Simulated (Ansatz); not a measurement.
Relaxation of ClH₅O₃Si (10 atoms, charge 0, multiplicity 1), to a largest force component of 0.03 eV/Å in at most 50 steps.

Method: RKS r2SCANh-D4/6-31G* in Ansatz.

```xyz
10
Properties=species:S:1:pos:R:3
Si 0.241 -0.544 -0.187
H 1.113 0.407 -0.842
O 0.916 -2.014 -0.410
O 0.194 -0.239 1.433
O -1.272 -0.481 -0.835
H 0.648 2.126 -0.115
Cl -0.458 2.812 0.027
H 0.796 -2.623 0.327
H -0.610 0.180 1.760
H -1.568 0.378 -1.158
```

Problem. Where does it end, and by what steps?

Solution. It converged. After 24 steps the energy has fallen by 0.375 eV; H6 moved furthest, 1.16 Å.

```json
{"step": "0", "energy less start (eV)": "0.0000", "largest force component (eV/Å)": "0.544", "accepted": "yes"}
{"step": "1", "energy less start (eV)": "-0.0425", "largest force component (eV/Å)": "0.312", "accepted": "yes"}
{"step": "2", "energy less start (eV)": "0.0647", "largest force component (eV/Å)": "1.675", "accepted": "no"}
{"step": "3", "energy less start (eV)": "-0.0535", "largest force component (eV/Å)": "0.362", "accepted": "yes"}
{"step": "4", "energy less start (eV)": "-0.0612", "largest force component (eV/Å)": "0.113", "accepted": "yes"}
{"step": "5", "energy less start (eV)": "-0.0662", "largest force component (eV/Å)": "0.111", "accepted": "yes"}
{"step": "6", "energy less start (eV)": "-0.0774", "largest force component (eV/Å)": "0.438", "accepted": "yes"}
{"step": "7", "energy less start (eV)": "-0.0871", "largest force component (eV/Å)": "0.668", "accepted": "yes"}
{"step": "8", "energy less start (eV)": "-0.0933", "largest force component (eV/Å)": "0.857", "accepted": "yes"}
{"step": "9", "energy less start (eV)": "-0.1639", "largest force component (eV/Å)": "0.379", "accepted": "yes"}
{"step": "10", "energy less start (eV)": "-0.1902", "largest force component (eV/Å)": "0.489", "accepted": "yes"}
{"step": "11", "energy less start (eV)": "-0.1659", "largest force component (eV/Å)": "0.736", "accepted": "no"}
{"step": "12", "energy less start (eV)": "-0.2191", "largest force component (eV/Å)": "0.208", "accepted": "yes"}
{"step": "13", "energy less start (eV)": "-0.2339", "largest force component (eV/Å)": "0.175", "accepted": "yes"}
{"step": "14", "energy less start (eV)": "-0.2404", "largest force component (eV/Å)": "0.279", "accepted": "yes"}
{"step": "15", "energy less start (eV)": "-0.2434", "largest force component (eV/Å)": "0.807", "accepted": "yes"}
{"step": "16", "energy less start (eV)": "-0.2695", "largest force component (eV/Å)": "0.373", "accepted": "yes"}
{"step": "17", "energy less start (eV)": "-0.2995", "largest force component (eV/Å)": "0.129", "accepted": "yes"}
{"step": "18", "energy less start (eV)": "-0.3163", "largest force component (eV/Å)": "0.758", "accepted": "yes"}
{"step": "19", "energy less start (eV)": "-0.3323", "largest force component (eV/Å)": "0.707", "accepted": "yes"}
{"step": "20", "energy less start (eV)": "-0.3610", "largest force component (eV/Å)": "0.631", "accepted": "yes"}
{"step": "21", "energy less start (eV)": "-0.3712", "largest force component (eV/Å)": "0.119", "accepted": "yes"}
{"step": "22", "energy less start (eV)": "-0.3729", "largest force component (eV/Å)": "0.103", "accepted": "yes"}
{"step": "23", "energy less start (eV)": "-0.3745", "largest force component (eV/Å)": "0.073", "accepted": "yes"}
{"step": "24", "energy less start (eV)": "-0.3750", "largest force component (eV/Å)": "0.007", "accepted": "yes"}
```

```xyz
10
Properties=species:S:1:pos:R:3
Si 0.492 -0.544 -0.324
H 1.574 -0.193 -1.256
O 0.624 -2.072 0.258
O 0.675 0.517 0.960
O -1.004 -0.433 -0.989
H -0.247 1.971 0.613
Cl -1.079 2.817 0.038
H -0.110 -2.653 0.024
H 0.438 0.136 1.818
H -1.363 0.453 -1.142
```

Run time: 100 s on 2 threads of Arm Neoverse V1 (shared host), peak memory 0.22 GiB.
